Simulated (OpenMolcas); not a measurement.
## Co+: effect of the level shift or regulariser

```yaml
Program: OpenMolcas
Basis: ANO-RCC-VDZP [5s4p2d1f]
Scalar_Hamiltonian: DKH2, point nucleus
Active_space: 8 electrons in 5 orbitals (3d)
State_averaging: 2S+1 = 3 even, 10 roots; 2S+1 = 1 even, 15 roots
Spin-orbit_coupling: state interaction with AMFI integrals over the reference wave functions, term energies averaged over their components
```

Methods on the same reference wave functions:
A. CASSCF
B. SS-CASPT2, IPEA 0.25 Eh, imaginary shift 0.1 Eh (closed shells correlated: 3s 3p)
C. SS-CASPT2, IPEA 0.25 Eh, sigma2 regulariser 0.3 Eh (closed shells correlated: 3s 3p)

Energies in cm⁻¹ above 3d⁸ ³F₄, the measured ground level; measured values from NIST Handbook of Basic Atomic Spectroscopic Data.

```csv
Level,A,B,C,Measured
3d⁸ ³F₄,0.0,0.0,0.0,0.0
3d⁸ ³F₃,966,967,967,950
3d⁸ ³F₂,1640,1626,1627,1597
3d⁸ ¹D₂,14415,11190,11190,
3d⁸ ³P₂,17505,14900,14900,
3d⁸ ³P₁,17820,15250,15250,
3d⁸ ³P₀,18021,15440,15440,
3d⁸ ¹G₄,22387,20250,20250,
3d⁸ ¹S₀,54033,44740,44740,
```

Deviations, from unrounded energies. A percentage is the sum of absolute deviations over the sum of measured energies, with the sign that they share, or ± where signs differ.

```csv
Against measurement,Levels,A,B,C
mean absolute deviation (cm-1),2,29,23,23
fine structure of the ground term (%),2,+2.3,+1.8,+1.8
```

A, B, C lie about equally close to measurement. The largest miss of B in the table is 3d⁸ ³F₂, by +29 cm-1. The ranking rests on the paired levels alone, and a cruder setting can come out closer through cancelling errors.

Between B and C no level of the table moves by more than 5 cm-1.

The two smallest mean deviations differ by little beside CASPT2's spread within terms, so their order carries little weight.

From A to B the spin-free energies of the other terms of 3d⁸ shown, above ³F, scale by factors of 0.76 to 0.90, as is usual when dynamic correlation screens the repulsion within a d or f shell.

The lowest spin-free term lies below A's lowest term by 0.492 hartree in B, 0.492 hartree in C.

CASPT2 does not keep the components of a term degenerate, so their means are used; among the terms shown or strongly mixed into the levels shown the widest spread is 880 cm-1 (3d⁸ ¹G, C). Without dynamic correlation excited terms often stand tens of per cent too high (terms of higher spin than the ground term too low), and those without a measured partner can miss by more than the paired ones (holds for A). Computed and measured levels are paired by configuration, term and J; levels that our copy of the source lacks, or whose pairing is in doubt (as where it misses far off the trend of its configuration), stay unpaired and out of the deviations. Levels of configurations outside the active space are missing.
